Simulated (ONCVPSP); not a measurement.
B: ONCV pseudisation with PBE, scalar-relativistic reference atom.

```
Element                 : boron (B)
Generator               : ONCVPSP 4.0.1
Type                    : optimised norm-conserving Vanderbilt (ONCV)
Functional              : PBE
Relativity              : scalar-relativistic
Frozen core             : [He]
Valence charge          : 3
Reference configuration : 2s2 2p1
Partial waves           : 2s: rc 1.05 bohr, ncon 3, nbas 6, qcut 7.1 1/bohr, 2 projectors, debl 0.4 Ha; 2p: rc 3.90 bohr, ncon 4, nbas 7, qcut 4.2 1/bohr, 2 projectors, debl 0.5 Ha; d scattering state at 0.07 Ha: rc 3.65 bohr, ncon 4, nbas 7, qcut 2.9 1/bohr, 2 projectors, debl 1.3 Ha
Local potential         : polynomial inside 1.00 bohr (lpopt 3, dvloc0 0 Ha)
Core correction         : polynomial model core, fcfact 0.6
```

Poles of the logarithmic derivatives, all-electron (AE) and pseudo (PS). s: poles at no energy (AE) and no energy (PS) Ha. p: poles at -0.1, 0.9, 2.5, 4.8 (AE) and -0.1, 0.9, 2.5, 5.0 (PS) Ha. d: poles at 0.7, 2.3, 4.6 (AE) and 0.7, 2.4 (PS) Ha. Test radii: s 1.06, p 3.97, d 3.69 bohr.

* Cutoffs needed: 12 Ha and 18 Ha (the cutoffs (Ha) at which the residual kinetic energy of the hardest occupied pseudo-wave falls to 1 and 0.1 mHa per electron)
* Ghost test: ghosts flagged at negative energy: s at -121.2 eV; GHOST(+) flags only above 600 eV; a true bound ghost makes a file unfit for plane-wave use
* Largest excitation error: +550 meV (all-electron minus pseudo) for 2s1 2p0, out of 4 test configurations
* rms error of d²Exc/dni dnj: 1.29 mHa without and 1.06 mHa with the model core
